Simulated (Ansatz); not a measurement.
The cluster LiNbO₃, relaxed as a singlet with RKS B3LYP-D4/def2-TZVP in Ansatz, starting from the GFN2-xTB geometry. Force threshold 0.02 eV/Å.

In the def2 sets Nb takes a core potential; there is no spin–orbit coupling. The structure holds one bond between oxygen atoms, so isomers without such links may lie far lower. The restricted singlet is unstable towards broken spin symmetry at other levels; at B3LYP-D4/def2-TZVP this wasn't settled. The relaxation made no stability test and no search for a lower SCF solution. At B3LYP-D4/def2-TZVP a triplet of charge 0 lies 0.48 eV below the restricted singlet, each at its own geometry. The structure comes from a short search, and lower isomers may exist.

Start:

```xyz
5

Li    0.169   -0.758    0.981
Nb   -0.668    1.040   -0.789
O     0.488   -0.909   -0.791
O     1.286    0.075   -0.169
O    -1.276    0.552    0.768
```

Estimate the energy that the relaxation releases and the steps that it takes.

20.5 kcal/mol, in 6 steps; 8 s on 4 threads of Arm Neoverse V2 on a shared host. No frequencies were taken in this run, so the end may be a saddle point.

Does the start keep its bonding and symmetry?

By distances, no bond broke or formed. The bond that changes most is Nb2–O3, from 2.27 to 2.00 Å (atoms count from 1). Point group Cs at the start, Cs at the end, both within 0.05 Å.

Predict the relaxed structure.


Cartesian coordinates in Å:
```
Li 0.150 -0.783 1.046
Nb -0.527 0.906 -0.756
O 0.419 -0.855 -0.849
O 1.249 0.167 -0.203
O -1.290 0.566 0.762
```
Bond lengths (bridged metal pairs left out): 3 × Nb–O 1.73 to 2.00 Å; 3 × Li–O 1.92 to 1.99 Å; 1 × O–O 1.47 Å.
